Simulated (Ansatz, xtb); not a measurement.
## Worked example: AgBr + CH2ClI → AgCl + CH2BrI

Species: AgBr (silver bromide), singlet; CH2ClI (chloroiodomethane) `ClCI`, singlet; AgCl, singlet; CH2BrI (bromoiodomethane) `BrCI`, singlet. The partners trade Br for Cl: Ag–Br and C–Cl bonds give way to Ag–Cl and C–Br.

Shapes, held fixed at every level: PBE0-D4/def2-TZVP. Programs: Ansatz 0.2.0, xtb 6.7.1. The zero-point and thermal change to 298 K, harmonic and unscaled (PBE0-D4/def2-TZVP), is -1.0 kJ/mol.

At CCSD(T)/def2-TZVPP; 1 Eh = 2625.50 kJ/mol:

| species | energy (Eh) |
| --- | --- |
| AgBr | -2719.523665 |
| CH2ClI | -796.094860 |
| AgCl | -606.533645 |
| CH2BrI | -2909.076229 |

Problem. Work out ΔH(298 K) of the reaction at this level.

Solution. 
1. Products less reactants: (-606.533645) + (-2909.076229) − [(-2719.523665) + (-796.094860)] = 0.008651 Eh = +22.7 kJ/mol.
2. With the thermal change: +22.7 + (-1.0) = +21.7 kJ/mol.

Other levels give +20.5 (MP2/def2-TZVPP) to +29.8 kJ/mol (CCSD(T)/def2-SVP). No measured value is set beside it here. For atoms past krypton def2 sets carry core potentials with scalar relativity. Relativity is left out for Br unless named. Correlated rows may include outer-core shells of Ag, Br, I, which these sets cover unevenly.
